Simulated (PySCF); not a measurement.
Gas-phase reaction: InCl3 + InCl + H2 = 2 InHCl2

Energies from PySCF (xtb for GFN2), thermal terms from the rigid-rotor harmonic-oscillator model, ideal gas at 1 bar. † marks an energy on the PBE0/def2-TZVP geometry and frequencies; other levels use their own. MP2 freezes the core. All species are closed-shell singlets. B3LYP is the form with VWN-RPA correlation. In: scalar-relativistic def2 core potential, no spin-orbit coupling. InHCl2: computed as isolated molecules; such fragments, hydroxides, amides, oligomers or adducts are transient or little studied in the gas. MP2 isn't extrapolated to the basis-set limit.

MP2/def2-TZVPP† gives ΔH°(298 K) = 57 kJ.

Question: What do GFN2-xTB, B3LYP/def2-TZVP†, r2SCAN/def2-TZVP† give?

Answer: GFN2-xTB: 85 kJ; B3LYP/def2-TZVP†: 68 kJ; r2SCAN/def2-TZVP†: 41 kJ. For scale, ΔH°(298 K) is 57 kJ at this level, 36 kJ at ωB97M-V/def2-TZVP†, and runs from 17 to 85 kJ over the 18 levels computed.
